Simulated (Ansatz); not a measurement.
```xyz
12

C     0.0000    0.0037   -0.6149
C     0.0000   -0.0037    0.6149
C     0.0000    1.1274   -1.4050
C     0.0000   -1.1274    1.4050
H     0.0000   -0.8843   -1.0984
H     0.0000    0.8843    1.0984
H     0.0000    1.9744   -0.8505
H     0.8124    1.1514   -2.0131
H    -0.8124    1.1514   -2.0131
H     0.0000   -1.9744    0.8505
H     0.8124   -1.1514    2.0131
H    -0.8124   -1.1514    2.0131
```

Basis set: 6-31G* (spherical functions). Correlated methods keep 4 orbitals frozen. Charge 0, multiplicity 1.

Computed with Ansatz (development build ahead of 0.2.0); each method stands on the lowest determinant of its kind that the runs found. Restricted open shells among the atoms or ions are ROHF, correlated in semicanonical orbitals with singles.

Give the atomization energy at this shape (free ground-state atoms in the same class of orbitals less the molecule, no zero-point energy) of singlet C₄H₈ by RHF-MP2, RHF.

```
 method  atomization energy
RHF-MP2            44.27 eV
    RHF            36.55 eV
```

Caution: no unrestricted run beside it, a lower state can exist; the shape is not the minimum.
